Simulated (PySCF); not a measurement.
## Cs2: script and output

The script input.py:

```python
from pyscf import gto, scf

mol = gto.M(
    atom='Cs 0 0 0; Cs 0 0 5.789',
    basis='sbkjc',
    ecp={'Cs': 'sbkjc'},
    charge=0,
    spin=0,
    verbose=4,
)
mf = scf.RHF(mol)
mf.kernel()
mf.dip_moment()
print('orbital energies (hartree):', mf.mo_energy[..., max(0, mol.nelec[1]-3):mol.nelec[0]+3].round(4))
```

```bash
$ python input.py
```

The log (some set-up lines and the per-cycle HOMO/LUMO lines with their warnings removed):

```
PySCF version 2.14.0

[INPUT] verbose = 4
[INPUT] num. atoms = 2
[INPUT] num. electrons = 2
[INPUT] charge = 0
[INPUT] spin (= nelec alpha-beta = 2S) = 0
[INPUT] symmetry False subgroup None
[INPUT] Mole.unit = angstrom
[INPUT] Symbol           X                Y                Z      unit          X                Y                Z       unit  Magmom
[INPUT]  1 Cs     0.000000000000   0.000000000000   0.000000000000 AA    0.000000000000   0.000000000000   0.000000000000 Bohr   0.0
[INPUT]  2 Cs     0.000000000000   0.000000000000   5.789000000000 AA    0.000000000000   0.000000000000  10.939624535107 Bohr   0.0

nuclear repulsion = 0.091410815498359
number of shells = 8
number of NR pGTOs = 32
number of NR cGTOs = 16
basis = sbkjc
ecp = {'Cs': 'sbkjc'}

******** <class 'pyscf.scf.hf.RHF'> ********
method = RHF
initial guess = minao
damping factor = 0
level_shift factor = 0
DIIS = <class 'pyscf.scf.diis.CDIIS'>
diis_start_cycle = 1
diis_space = 8
diis_damp = 0
SCF conv_tol = 1e-09
SCF conv_tol_grad = None
SCF max_cycles = 50
direct_scf = True
direct_scf_tol = 1e-13
Set gradient conv threshold to 3.16228e-05
Initial guess from minao.
init E= -0.184002873635511
cycle= 1 E= -0.241240053386843  delta_E= -0.0572  |g|= 0.00677  |ddm|= 1.11
cycle= 2 E= -0.241449000780322  delta_E= -0.000209  |g|= 0.00229  |ddm|= 0.0568
cycle= 3 E= -0.241478682089863  delta_E= -2.97e-05  |g|= 0.000273  |ddm|= 0.0258
cycle= 4 E= -0.241479278911386  delta_E= -5.97e-07  |g|= 1.57e-05  |ddm|= 0.00915
cycle= 5 E= -0.241479280492268  delta_E= -1.58e-09  |g|= 4.41e-07  |ddm|= 0.00023
cycle= 6 E= -0.241479280493162  delta_E= -8.94e-13  |g|= 9.11e-09  |ddm|= 5.83e-06
Extra cycle  E= -0.241479280493162  delta_E= -2.78e-16  |g|= 3.87e-09  |ddm|= 1.07e-07
converged SCF energy = -0.241479280493162
Dipole moment(X, Y, Z, Debye):  0.00000, -0.00000,  0.00000
orbital energies (hartree): [-0.1005 -0.0049  0.0137  0.0137]
```

In short: E(SCF) = -0.241479 Eh, 6 cycles, μz(SCF) = 0.00 D.

Wall time 0.46 s on one thread of a shared host.

Stability towards an unrestricted solution was not tested. The bond length is a typed value, not an optimised one. No search for the lowest solution was made.
